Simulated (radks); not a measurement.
Species: Cl3+. Configuration: [Ne] 3s2 3p2 (the NIST ground configuration).

Calculated with a radial shooting solver on a logarithmic mesh with Libxc functionals: non-relativistic Kohn-Sham, BLYP, spin-polarised, spherical densities, point nucleus; open shells are filled with parallel spins first.

Energy parts (Ry):
part                       energy
total                  -914.74310
kinetic                 913.81545
electron-nucleus      -2131.91860
Hartree                 357.32405
exchange-correlation    -53.96400

Orbitals (lengths in bohr, moments of r in powers of bohr; r(max) is where P^2 peaks):
orbital  occ.  eigenvalue (Ry)      <r^4>      <r>   r(max)
1s up       1        -204.9549  0.0003245  0.09141  0.05991
1s down     1        -204.9210  0.0003243  0.09140  0.05990
2s up       1        -21.73571     0.1004   0.4459   0.3632
2s down     1        -21.70458    0.09981   0.4457   0.3634
2p up       3        -17.40507    0.09008   0.4064   0.3013
2p down     3        -17.36113    0.08943   0.4063   0.3017
3s up       1         -4.38641      7.729    1.395    1.228
3s down     1         -4.17128      8.115    1.405    1.225
3p up       2         -3.38872      11.35    1.509    1.303
3p down     0         -3.18436      12.42    1.533    1.305

The highest occupied level is 3p up at -46.106 eV. Virial ratio -V/T = 2.00102. The density falls to 0.001 e/bohr^3 at r = 3.05 bohr. For comparison, the ionisation energy in NIST's Atomic Spectra Database is 53.2 eV (semi-empirical). In exact Kohn-Sham theory the highest level is minus the ionisation energy, but local and semilocal functionals leave it too shallow, through self-interaction and a potential that decays too fast; potentials with the right tail come closer. The spin density at the nucleus is -0.1764 e/bohr^3 (1s -0.3023, 2s 0.1253, 3s 0.0007), a Fermi contact field of -9.25 T. Summed over all electrons, <r^2> = 11.50 bohr^2, which gives a Langevin (diamagnetic) susceptibility term of -9.11 x 10^-6 cm^3/mol.
